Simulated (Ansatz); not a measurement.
A calculation with Ansatz (development build ahead of 0.2.0).

```yaml
crystal:
  periodic: [false, false, false]
  atoms:
    - { symbol: Na, position_ang: [-1.11443, -1.11443, -1.11443] }
    - { symbol: Cl, position_ang: [-1.29133, -1.29133, 1.29133] }
    - { symbol: Cl, position_ang: [-1.29133, 1.29133, -1.29133] }
    - { symbol: Na, position_ang: [-1.11443, 1.11443, 1.11443] }
    - { symbol: Cl, position_ang: [1.29133, -1.29133, -1.29133] }
    - { symbol: Na, position_ang: [1.11443, -1.11443, 1.11443] }
    - { symbol: Na, position_ang: [1.11443, 1.11443, -1.11443] }
    - { symbol: Cl, position_ang: [1.29133, 1.29133, 1.29133] }
basis:
  gaussian: { orbitals: def2-SVP }
hamiltonian:
  xc: hf
correlation:
  method: mp2
  frozen_orbitals: { Cl: 5, Na: 1 }
```

The input is written out in the form of the current development build from the run's settings.

Results

| Item | Value |
| --- | --- |
| Converged | yes |
| Reference energy | -2485.09846 hartree |
| Correlation energy | -0.57819 hartree |
| Total energy | -2485.67665 hartree |
| Spin squared of the determinant | 0.000 |

Caution: no unrestricted run beside it, a lower state can exist.
